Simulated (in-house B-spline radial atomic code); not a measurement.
Configurations of neutral niobium, with energies counted from [Kr] 4d4 5s1. Method: scalar-relativistic (X2C) CAM-B3LYP, spin-polarised, spherical fractional occupations, exact exchange averaged over the configuration, Fermi nucleus of rms radius 4.324 fm. Calculated with an all-electron radial atomic-structure program (B-spline basis). Shells without spins written out take the highest spin.

Occupations are held fixed; configurations that lie above the ionisation limit could autoionise.

```json
{"configuration": "[Kr] 4d4 6s1", "E - E(ref) (eV)": "4.5438", "highest orbital": "6s up", "its <r> (bohr)": "9.827"}
{"configuration": "[Kr] 4d3 5s1 6f1", "E - E(ref) (eV)": "6.9078", "highest orbital": "6f up", "its <r> (bohr)": "44.3"}
{"configuration": "[Ar] 3d10 4s2 4p5 4d4 5s2", "E - E(ref) (eV)": "30.725", "highest orbital": "5s down", "its <r> (bohr)": "3.711"}
{"configuration": "[Ar] 3d9 4s2 4p6 4d5 5s1", "E - E(ref) (eV)": "200.72", "highest orbital": "5s up", "its <r> (bohr)": "3.599"}
```

Question: Order these further configurations by energy, lowest first.
A. [Kr] 4d3 5s1 6p1
B. [Kr] 4d5
C. [Ar] 3d10 4s2 4p5 4d4 5s1 5f1
D. [Kr] 4d4 5f1

Answer: B (1.2238 eV), A (5.661 eV), D (6.1229 eV), C (36.896 eV).
